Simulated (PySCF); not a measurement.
Continuum solvent and chemical shifts

Numbering as in the mapped SMILES `[CH3:1][C:2]#[C:3][c:4]1[cH:5][c:6]2[c:7]([cH:8][c:9]1[CH3:10])[CH2:11]2` (H(Xn): hydrogen on atom n).

GIAO PBE0/pcSseg-1 in PySCF on one PBE0-D3(BJ)/def2-SVP conformer, non-relativistic, equivalent nuclei averaged. Solvents enter as an IEF-PCM continuum (tetrahydrofuran with ε = 7.4, dimethylsulfoxide with ε = 46.8) around the gas-phase geometry. Shifts are referred to TMS computed in the same medium.

In tetrahydrofuran, δ in ppm: C9 151.1, C7 132.8, C6 129.2, C4 129.2, C5 124.4, C8 121.1, C2 102.9, C3 85.0, C10 24.6, C11 22.2, C1 5.7, H(C5) 7.48, H(C8) 7.41, H(C11) 3.43. Dipole moment 1.08 D.

(1) How does each δ change in the more polar medium?

(2) Which nuclei move most (in ppm), and what does the model miss?

Results:

(1) 
| atoms | environment | Δδ, dimethylsulfoxide |
| --- | --- | --- |
| C9 | substituted aromatic carbon | +0.4 |
| C7 | substituted aromatic carbon | +0.5 |
| C6 | substituted aromatic carbon | +0.4 |
| C4 | substituted aromatic carbon | -0.1 |
| C5 | aromatic CH | +0.1 |
| C8 | aromatic CH | +0.3 |
| C2 | alkyne carbon | +0.8 |
| C3 | alkyne carbon | -0.1 |
| C10 | methyl carbon on an aromatic ring | +0.1 |
| C11 | three-membered-ring carbon | +0.2 |
| C1 | propargylic methyl carbon | 0.0 |
| H(C5) | hydrogen on an aromatic CH | +0.02 |
| H(C8) | hydrogen on an aromatic CH | +0.06 |
| H(C11) | hydrogen on a three-membered-ring carbon | +0.03 |

Changes are relative to tetrahydrofuran. The dipole moment becomes 1.10 D in dimethylsulfoxide.

(2) C2 (alkyne carbon, +0.8 ppm) in dimethylsulfoxide. A continuum only polarises the solute; specific hydrogen bonds, the anisotropy of aromatic solvents and changes of geometry or conformer are outside it.
